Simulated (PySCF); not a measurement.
## Shieldings and the share of exact exchange

Molecule: SMILES BNBCC, C₂H₉B₂N.

Structure with atom numbers: `[BH2:1][NH:2][BH:3][CH2:4][CH3:5]` (H(Xn): hydrogen on atom n).

GIAO shieldings (ppm, equivalent atoms averaged) in PySCF 2.14 on the PBE0-D3(BJ)/def2-SVP geometry, basis pcSseg-1, gas phase, non-relativistic:

| functional | exact exchange (%) | σ(B3) | σ(B1) | σ(N2) | σ(C4) |
| --- | --- | --- | --- | --- | --- |
| BLYP | 0 | 35.9 | 42.1 | 63.3 | 155.0 |
| BP86 | 0 | 39.3 | 45.1 | 67.7 | 160.1 |
| PBE | 0 | 38.2 | 43.8 | 66.5 | 160.1 |
| PBE0 | 25 | 43.8 | 49.2 | 76.9 | 166.5 |
| mPW1PW91 | 25 | 44.1 | 49.6 | 77.1 | 165.8 |
| BHandHLYP | 50 | 46.9 | 52.4 | 83.0 | 167.5 |
| HF | 100 | 59.6 | 64.8 | 102.8 | 176.9 |

Q: Fit each shielding as a line in the percentage of exact exchange.

A: σ(B3) = 37.9 + 0.21 x (rms 1.2 ppm); σ(B1) = 43.7 + 0.21 x (rms 1.1 ppm); σ(N2) = 66.3 + 0.36 x (rms 1.6 ppm); σ(C4) = 159.4 + 0.18 x (rms 2.1 ppm). The functionals also differ in their semilocal parts, which the line can't hold; Hartree–Fock has no correlation at all.

Q: What does the line predict for B3LYP (20 %), and what does the run give?

A: σ(B3): 42.1 predicted, 40.3 computed; σ(B1): 47.9 predicted, 46.2 computed; σ(N2): 73.5 predicted, 71.5 computed; σ(C4): 163.0 predicted, 160.7 computed ppm.
